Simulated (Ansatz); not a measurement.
Gas-phase electronic energies from Ansatz, PBE0-D4/def2-TZVP geometries. CCSD(T)/CBS adds triple-zeta CCSD(T) − MP2 to the extrapolated MP2 energy (def2 sets, frozen cores). Double bonds are as drawn, so ΔE can hold a change between cis and trans. One conformer a species, not always the lowest.

`BSC(=C)Cl` + `FC/C=C/[SiH3]` → `B/C=C/CF` + `C=C(Cl)S[SiH3]`  (redistribution)

```tsv
species	CCSD(T)/CBS(def2) energy (Eh)
`BSC(=C)Cl`	-960.84027
`FC/C=C/[SiH3]`	-507.20526
`B/C=C/CF`	-242.30695
`C=C(Cl)S[SiH3]`	-1225.73188
```

Question: Work out ΔE.

Answer: ΔE = (-242.30695) + (-1225.73188) − (-960.84027) − (-507.20526) = 0.00670 Eh = +4.2 kcal/mol.

Largest T1 diagnostic among the species: 0.014.

From PBE to PBE0 (25 % exact exchange), in def2-TZVPP and without D4, ΔE moves by −0.9 kcal/mol. In def2-TZVPP, CCSD(T) changes the Hartree–Fock value by +3.5 kcal/mol (the triples alone add +0.5 kcal/mol) and MP2 by +2.9 kcal/mol.
